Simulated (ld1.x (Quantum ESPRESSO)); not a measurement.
# Which change was made? (Yb, PAW)

ld1.x (Quantum ESPRESSO) 7.5 input, shortened:

```
&input
   title='Yb', zed=70., rel=1, dft='BLYP', iswitch=3,
   config='[Xe] 4f14 5d0 6s0.5 6p0'
 /
 &inputp
   pseudotype=3, lpaw=.true., tm=.true., lloc=-1, rcloc=2.35,
   nlcc=.true., new_core_ps=.true., rcore=0.90,
   which_augfun='BESSEL', rmatch_augfun=0.95
 /
8
5S  1  0   2.00   0.00  2.05  2.15  0.0
6S  2  0   0.50   0.00  2.05  2.15  0.0
5P  2  1   6.00   0.00  2.40  2.60  0.0
6P  3  1   0.00   0.00  2.40  2.60  0.0
5D  3  2   0.00   0.00  3.20  3.70  0.0
5D  3  2   0.00  -0.35  3.20  3.70  0.0
4F  4  3  14.00   0.00  0.90  1.25  0.0
4F  4  3   0.00   1.90  0.90  1.25  0.0
 &test
   configts(1)='4f14 5s2 5p6 5d0 6s0.5 6p0'
 /
```

Cutoffs, loose and tight: the cutoffs (Ry, on a coarse ladder) from which the occupation-weighted sum of valence levels, in a spherical-Bessel basis at the reference potential, stays within 10 and 1 mRy of its value at 400 Ry. They do not see the model core or the augmentation charge, which bear on the density cutoff. Test errors are all-electron minus pseudo excitation energies from the reference, over the configurations 4f14 5s2 5p6 5d0 6s2 6p0; 4f14 5s2 5p6 5d0 6s1 6p0; 4f14 5s2 5p6 5d0 6s0 6p0; 4f13 5s2 5p6 5d1 6s2 6p0; 4f13 5s2 5p6 5d0 6s0 6p0; 4f12 5s2 5p6 5d0 6s0 6p0; 4f14 5s2 5p6 5d1 6s1 6p0; variants that change the core or the reference have their own tests. The largest error is taken over the tests solved by every variant that gives reliable tests at all, those not shown here included: 4f14 5s2 5p6 5d0 6s0 6p0; 4f14 5s2 5p6 5d0 6s1 6p0; 4f14 5s2 5p6 5d0 6s2 6p0.

The base gives: outcome: generated, overlap not positive; bound ghosts: not determined (overlap not positive); largest test error (meV): +12.

Problem. After one change the result is: outcome: generated; cutoff, loose: 230 Ry; cutoff, tight: over 300 Ry; bound ghosts: none; largest test error (meV): +13. Which change was it?
A. all radii but the core radius scaled by about 0.76 (s 1.64, p 1.98, d 2.82, f 0.96 bohr, rcut 1.56/1.82/2.44/0.68); local potential all-electron potential smoothed inside 1.80 bohr (lloc = -1); augmentation BESSEL, radius 0.72 bohr
B. all radii but the core radius scaled by about 1.07 (s 2.30, p 2.78, d 3.94, f 1.34 bohr, rcut 2.18/2.56/3.42/0.96); local potential all-electron potential smoothed inside 2.50 bohr (lloc = -1); augmentation BESSEL, radius 1.02 bohr
C. all radii but the core radius scaled by about 1.38 (s 2.96, p 3.58, d 5.10, f 1.72 bohr, rcut 2.84/3.32/4.42/1.24); local potential all-electron potential smoothed inside 3.24 bohr (lloc = -1); augmentation BESSEL, radius 1.32 bohr

Solution. A. The others give: all radii but the core radius scaled by about 1.38 (s 2.96, p 3.58, d 5.10, f 1.72 bohr, rcut 2.84/3.32/4.42/1.24); local potential all-electron potential smoothed inside 3.24 bohr (lloc = -1); augmentation BESSEL, radius 1.32 bohr → outcome: failed: new_paw_hamiltonian: negative rho | all radii but the core radius scaled by about 1.07 (s 2.30, p 2.78, d 3.94, f 1.34 bohr, rcut 2.18/2.56/3.42/0.96); local potential all-electron potential smoothed inside 2.50 bohr (lloc = -1); augmentation BESSEL, radius 1.02 bohr → outcome: generated; cutoff, loose: 110 Ry; cutoff, tight: 160 Ry; bound ghosts: none; largest test error (meV): test run stopped at test 1 of 7 (negative rho). A file whose overlap is not positive is unfit for use, and its test errors describe a broken file.
